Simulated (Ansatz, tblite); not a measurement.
Removing and adding an electron: In8N8H22, a nanocrystal cut from wurtzite InN (hydrogen-capped). Total charge 0; singlet. Geometry: PBE-D4/def2-SVP. Ansatz, gas phase; energy differences of separate SCF runs; the oxidised species was run as a doublet alone; the reduced species was run as a doublet alone.

```tsv
atom	x (Å)	y (Å)	z (Å)
In1	-2.038	-2.800	-2.341
N2	0.181	-2.709	-2.796
N3	-2.054	-1.075	-0.921
In4	-0.862	-1.506	0.868
In5	1.483	-1.085	-1.973
N6	1.221	-1.297	0.188
N7	-1.166	0.212	2.195
In8	-0.182	-0.108	4.175
In9	2.393	0.234	1.220
N10	1.939	-0.162	3.377
In11	-1.705	0.769	-2.012
N12	0.439	0.772	-2.371
N13	-1.881	2.351	-0.436
In14	-0.713	2.208	1.471
In15	1.488	2.546	-1.475
N16	1.316	2.044	0.709
H17	-2.257	-4.275	-1.440
H18	-2.793	-2.278	-3.826
H19	0.599	-3.609	-2.513
H20	0.288	-2.698	-3.822
H21	-3.033	-1.033	-0.587
H22	-1.159	-3.062	1.595
H23	3.100	-1.278	-2.592
H24	1.676	-2.194	0.429
H25	-2.179	0.206	2.414
H26	-0.508	-1.733	4.712
H27	-0.258	1.395	5.060
H28	4.118	0.198	0.982
H29	2.341	-1.083	3.609
H30	2.499	0.501	3.935
H31	-2.743	1.158	-3.354
H32	0.552	0.941	-3.386
H33	-2.877	2.492	-0.210
H34	-1.584	3.234	-0.885
H35	-1.079	3.572	2.489
H36	3.177	2.424	-1.906
H37	0.417	3.917	-1.736
H38	1.845	2.815	1.152
```

In the def2 sets In takes a core potential; there is no spin–orbit coupling. The xTB rows come from tblite. Single mean-field runs in def2-TZVP are fitted with def2-universal-jkfit. HOMO above LUMO, or a gap near zero within one spin, warns that the state may not be the lowest or that an electron is smeared out.

| level | −HOMO (eV) | vertical IE (eV) | −LUMO (eV) | vertical EA (eV) | HOMO–LUMO gap (eV) | IE − EA (eV) | remarks |
| --- | --- | --- | --- | --- | --- | --- | --- |
| GFN1-xTB | 8.36 | 10.04 | 5.31 | 3.90 | 3.05 | 6.14 | – |
| GFN2-xTB | 10.97 | 12.47 | 7.64 | 6.05 | 3.33 | 6.42 | – |
| PBE-D4/def2-TZVP | 6.05 | – | 2.04 | 0.61 | 4.01 | – | HOMO above zero (-1 doublet), gap within one spin near zero (-1 doublet) |
| PBE0-D4/def2-TZVP | 7.22 | 8.39 | 1.20 | 0.24 | 6.02 | 8.15 | HOMO above zero (-1 doublet) |

Run but left out: PBE-D4/def2-TZVP (charge +1 doublet: an occupied level 0.05 eV above an empty one).   A HOMO above zero means that the electron is unbound at that level or that self-interaction error raises the level; the energy of removing that electron tells which. Raw xTB energy differences between charge states are shifted by several eV; the methods need an empirical correction for them. Sets without diffuse functions give affinities that are too small.
